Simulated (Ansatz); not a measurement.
Reaction (ligand exchange at the Hf–F bond): `C[N](C)[Hf]([F])([N](C)C)[N](C)C` + H₂Se → `C[N](C)[Hf]([SeH])([N](C)C)[N](C)C` + H–F

Program: Ansatz. Geometries: PBE0-D4/def2-TZVP. ΔE: electronic, gas phase. CBS: MP2 limit from def2 TZ/QZ plus the TZ coupled-cluster correction, frozen cores. This one scheme is used for every species. Functionals use def2-TZVPP. def2 core potentials past Kr. For Hf, Se outer-core shells are correlated without core-valence functions, which leaves a few kJ/mol of doubt a bond. Scalar relativity is left out up to krypton. One conformer a species, not always the lowest.

```csv
level,ΔE (kJ/mol)
LDA (SPW92),63.2
ωB97M-V,68.5
```

Problem. What does CCSD(T)/CBS give? (Estimate.)

Solution. Ansatz gave: +50.3 kJ/mol. The listed levels differ from it by 12.9, 18.2 kJ/mol.

Largest T1 diagnostic among the species: 0.014.

The D4 term adds −12.3 kJ/mol with B3LYP and −7.6 kJ/mol with PBE0; it sums over pairs of atoms, weighted by their polarisabilities, and B3LYP, whose exchange is more repulsive, gets the larger term. From BLYP to BHLYP (50 % exact exchange), in def2-TZVPP and without D4, ΔE moves by −9.9 kJ/mol. At CCSD(T), def2-SVP lies +31.8 kJ/mol from the extrapolated value and def2-TZVPP +3.5 kJ/mol.

B3LYP here is the variant with VWN-RPA as its local correlation; programs differ in this.
